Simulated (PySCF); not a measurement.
Molecular orbitals of NaSe

r²SCAN at R = 2.628 Å; PySCF, no relativity, basis sets Na def2-SVPD, Se def2-SVPD. State: ²Π (doublet), unpaired electrons π ↑. Only the outer orbitals are listed, counted within each symmetry.

```json
{"spin": "α", "orbital": "4π", "occ.": "1", "ε (eV)": "-30.69", "on Na (%)": "100", "main shells (%)": "100 Na p"}
{"spin": "α", "orbital": "4π", "occ.": "1", "ε (eV)": "-30.67", "on Na (%)": "100", "main shells (%)": "100 Na p"}
{"spin": "α", "orbital": "9σ", "occ.": "1", "ε (eV)": "-30.61", "on Na (%)": "99", "main shells (%)": "99 Na p"}
{"spin": "α", "orbital": "10σ", "occ.": "1", "ε (eV)": "-15.14", "on Na (%)": "0", "main shells (%)": "99 Se s"}
{"spin": "α", "orbital": "5π", "occ.": "1", "ε (eV)": "-5.65", "on Na (%)": "1", "main shells (%)": "98 Se p"}
{"spin": "α", "orbital": "11σ", "occ.": "1", "ε (eV)": "-4.99", "on Na (%)": "7", "main shells (%)": "92 Se p"}
{"spin": "α", "orbital": "5π", "occ.": "1", "ε (eV)": "-4.41", "on Na (%)": "3", "main shells (%)": "97 Se p"}
{"spin": "α", "orbital": "12σ", "occ.": "0", "ε (eV)": "-1.62", "on Na (%)": "104", "main shells (%)": "89 Na s, 15 Na p"}
{"spin": "β", "orbital": "4π", "occ.": "1", "ε (eV)": "-30.69", "on Na (%)": "100", "main shells (%)": "100 Na p"}
{"spin": "β", "orbital": "4π", "occ.": "1", "ε (eV)": "-30.67", "on Na (%)": "100", "main shells (%)": "100 Na p"}
{"spin": "β", "orbital": "9σ", "occ.": "1", "ε (eV)": "-30.62", "on Na (%)": "99", "main shells (%)": "99 Na p"}
{"spin": "β", "orbital": "10σ", "occ.": "1", "ε (eV)": "-13.96", "on Na (%)": "0", "main shells (%)": "100 Se s"}
{"spin": "β", "orbital": "11σ", "occ.": "1", "ε (eV)": "-4.65", "on Na (%)": "11", "main shells (%)": "88 Se p, 10 Na s"}
{"spin": "β", "orbital": "5π", "occ.": "1", "ε (eV)": "-4.06", "on Na (%)": "4", "main shells (%)": "96 Se p"}
{"spin": "β", "orbital": "5π", "occ.": "0", "ε (eV)": "-3.35", "on Na (%)": "5", "main shells (%)": "95 Se p"}
{"spin": "β", "orbital": "12σ", "occ.": "0", "ε (eV)": "-1.62", "on Na (%)": "101", "main shells (%)": "86 Na s, 15 Na p"}
```

Question: Which are the highest filled and the lowest empty level, where do they sit, and how wide is the gap?

Answer: Highest filled β 5π at -4.06 eV (in %: 96 Se p); lowest empty β 5π at -3.35 eV (in %: 95 Se p); the gap at r²SCAN is 0.71 eV. Both belong to one degenerate shell, split only by its one-sided filling, so this is no excitation gap.

| Quantity | Value |
| --- | --- |
| bond order (Mayer) | 0.47 |
| ⟨S²⟩ | 0.755 |
| charge on Na (Mulliken, basis-dependent) | 0.75 |
| charge on Na (Löwdin, basis-dependent) | 0.45 |
| dipole moment (positive dipole means Na(−)Se(+)) | -8.72 D |

Shares are Mulliken populations and can fall outside 0 to 100 %.

Spin–orbit coupling is left out. The state was picked by a PBE0 search and need not be the measured ground state.
